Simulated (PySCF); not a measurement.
A structure optimised at TPSSh-D3(BJ)/def2-SVP, used in a PySCF frequency run:

```
C
C 1 1.3651
O 2 1.3779 1 110.43
C 3 1.3420 2 106.73 1 0.00
O 4 1.3429 3 113.59 2 180.00
H 5 0.9683 4 108.18 3 180.00
C 4 1.3705 3 111.57 2 0.00
H 2 1.0852 1 133.96 7 180.00
H 7 1.0877 4 127.09 3 180.00
C 1 1.4975 2 127.43 8 0.00
H 10 1.0997 1 111.12 2 0.00
H 10 1.1027 11 107.96 1 122.18
H 10 1.1027 11 107.96 12 115.64
```
Charge 0, spin multiplicity 1.

Question: Write its SMILES, formula and point group.

Answer: Cc1coc(O)c1, C₅H₆O₂, Cs

Question: What are its rotational constants (standard atomic weights)?

Answer: 7.3489, 1.9857, 1.5788 GHz
